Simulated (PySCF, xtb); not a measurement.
InFI₂, SMILES [F][In]([I])[I].

Harmonic wavenumbers (cm⁻¹) from GFN2-xTB (xtb 6.7.1) at its own minimum, in rising order: 42, 68, 96, 173, 268, 348.

**Question.** What does PBE-D3(BJ)/def2-SVP in PySCF give at its own minimum? (Estimate from the structure and the level; the computed values follow.)

**Answer.** 46, 86, 109, 167, 232, 586. Paired by order, the mean absolute difference is 53 cm⁻¹ and the zero-point energies are 1.4 and 1.8 kcal/mol.
